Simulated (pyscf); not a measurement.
PySCF, gas phase, ωB97X-D3(BJ)/def2-SVP geometries. Correlated levels are frozen-core, on RHF or UHF. ΔMP2 is the change of the MP2 total energy from the triple- to the quadruple-zeta basis.

**Question.** What is the homolytic dissociation enthalpy (298 K, CCSD(T)/def2-TZVPP + ΔMP2(QZVPP)) of the Br–C bond of H₃C–C≡C–Br, to •C≡C–CH₃ + Br•?

**Answer.** Br–C to •C≡C–CH₃ + Br•: 4.36 eV. The radicals are drawn with the spin at the cut bond; how far it spreads was not checked. •C≡C–CH₃ lies 1.88 eV over its isomer HC≡C–CH₂•, and others may lie lower still (electronic energy, ωB97M-D3(BJ)). The CCSD(T) − MP2 part came from Ansatz, without density fitting, on the same reference. An open-shell T1 diagnostic exceeds 0.045. A UHF reference is spin-contaminated (<S²> up to 1.11), which harms MP2 most. The frozen core leaves the outer d or s,p core shells of the metals and heavy elements correlated in the MP2 and CC values, and def2-TZVPP describes them poorly, which can shift differences by a few kcal/mol. Left out: the spin-orbit lowering of Br, which is large for Br, Se, Te and I. Elements up to Kr have no core potential and no relativistic terms here.
